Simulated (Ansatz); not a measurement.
Basis sets compared for the cluster Na₂Cl₂⁺ (the lowest doublet isomer of a short search). The state is a doublet with charge 1. Geometry PBE0-D4/def2-TZVP. Ansatz on 4 threads of Arm Neoverse V1 on a shared host; times are rough, and most runs start from earlier orbitals.

```
atom   x (Å)   y (Å)   z (Å)
 Na1  -0.425   0.040   2.258
 Na2   0.425  -0.041  -2.258
 Cl3   0.252   1.299   0.025
 Cl4  -0.252  -1.298  -0.025
```

In the doublet, Cl3 and Cl4 lie 2.65 Å apart (atoms count from 1), so these atoms are partly bonded to each other. The structure comes from a short search, and lower isomers may exist.

```csv
level,functions,energy (Eh),HOMO (eV),LUMO (eV),wall time
HF/STO-3G,36,-1228.9737,-11.90,-1.78,0.15 s
HF/6-31G,52,-1242.5667,-14.93,-4.95,0.25 s
PBE-D4/def2-SVP,66,-1243.8863,-10.35,-9.29,1.1 s
PBE0-D4/def2-SVP,66,-1243.9929,-11.84,-8.38,1.4 s
```

Problem. Estimate the rows for HF/def2-TZVP, PBE-D4/def2-TZVP, PBE0-D4/def2-TZVP.

Solution. 
```
            level  functions  energy (Eh)  HOMO (eV)  LUMO (eV)  wall time
     HF/def2-TZVP        138   -1242.6616     -14.97      -4.52      1.4 s
 PBE-D4/def2-TZVP        138   -1244.3148     -10.51      -9.44      2.2 s
PBE0-D4/def2-TZVP        138   -1244.4153     -11.97      -8.50      2.7 s
```
